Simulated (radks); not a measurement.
Results of a calculation; reference values are marked as such.
Question: All-electron atom: Tc11+ in [Ar] 3d10 4s2 4p2. Code: a radial shooting solver on a logarithmic mesh with Libxc functionals. Model: scalar-relativistic Kohn-Sham, LB94 model potential, spin-polarised, spherical densities, finite nucleus; open shells are filled with parallel spins first (spin-orbit coupling, left out, can overturn this in heavy ions); Fermi nuclear charge, rms radius 4.4112 fm. Some entries of the table are withheld. Estimate them.

orbital,occ.,eigenvalue (eV),<r^2> (bohr^2)
1s down,1,-21215.82,0.001580
1s up,1,-21215.79,0.001580
2s up,1,-3233.443,0.02620
2s down,1,-3233.136,0.02620
2p up,3,-2922.898,0.02059
2p down,3,-2922.401,0.02059
3s up,1,-746.9009,0.1955
3s down,1,-746.6893,0.1961
3p up,3,-644.3903,0.1983
3p down,3,-644.2429,0.1990
3d up,5,-478.4763,0.1840
3d down,5,-478.4344,0.1847
4s up,1,(1),1.025
4s down,1,(2),1.010
4p up,2,-239.5245,1.147
4p down,0,-238.7485,1.130

Answer: 
(1) 4s up eigenvalue (eV): -271.8050
(2) 4s down eigenvalue (eV): -271.3828
